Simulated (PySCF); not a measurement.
Species: W(NH)2Br2 (singlet state).
Geometry (PBE0-D3(BJ)/def2-SVP, Å), atoms numbered from 1 in this order:
```xyz
7
Br2H2N2W angstrom
W     -0.340    0.029   -0.304
N     -0.473   -0.097    1.423
H     -0.131   -0.188    2.376
N      1.335   -0.021   -0.764
H      2.334   -0.084   -0.593
Br    -1.224    2.204   -0.960
Br    -1.410   -1.944   -1.246
```

The calculation used PySCF, PBE0-D3(BJ)/def2-SVP geometry optimisation, gas phase, def2 core potentials past Kr.

(1) Which atoms are bound to W1, and at what distances?

(2) List the angles at W1.

(3) What is the shape at W1?

(4) What are the other bond lengths?

(5) What are the rotational constants (commonest isotopes, rigid rotor)?

Answers

(1) 4 atoms: N4 1.737 Å, N2 1.737 Å, Br7 2.434 Å, Br6 2.437 Å. The nearest atom not counted as bound is H5, at 2.69 Å (others tie with it).

(2) 
| angle | degrees | distance of the outer atoms (Å) |
| --- | --- | --- |
| Br6–W1–Br7 | 117.4 | 4.16 |
| N2–W1–N4 | 109.6 | 2.84 |
| N2–W1–Br6 | 107.7 | 3.40 |
| N4–W1–Br6 | 107.7 | 3.40 |
| N4–W1–Br7 | 107.3 | 3.39 |
| N2–W1–Br7 | 107.0 | 3.38 |

(3) Distorted tetrahedral: angles from 107.0° to 117.4°; τ4 = (360° − α − β)/141° = 0.94 with α and β the two widest (0 for a square, 1 for a tetrahedron). Differences among atoms that C2v makes equivalent are scatter left by the optimiser.

(4) N2–H3, N4–H5 1.016 Å.

(5) A = 1830, B = 676.0, C = 564.1 MHz: an asymmetric top.

Point group: C2v (tolerance 0.08 Å). Charge 0, singlet. Stationary, but not proved a minimum.
